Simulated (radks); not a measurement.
Task: The tin ion Sn4+, 46 electrons, occupied as [Kr] 4d10. All-electron calculation, scalar-relativistic Kohn-Sham, PBE, spin-polarised, spherical densities, point nucleus. Program: a radial shooting solver on a logarithmic mesh with Libxc functionals. Some entries of the table are withheld. Estimate them.

orbital  occ.  eigenvalue (eV)  <1/r> (bohr^-1)
1s          2        -29057.50            53.09
2s          2        -4422.839              (1)
2p          6        -3974.718            11.65
3s          2        -887.9062            4.302
3p          6        -741.4677            4.095
3d         10        -516.0664            3.865
4s          2              (2)            1.696
4p          6              (3)            1.541
4d         10         -67.6859            1.240

Result: 
(1) 2s <1/r> (bohr^-1): 12.11
(2) 4s eigenvalue (eV): -176.3304
(3) 4p eigenvalue (eV): -132.0406
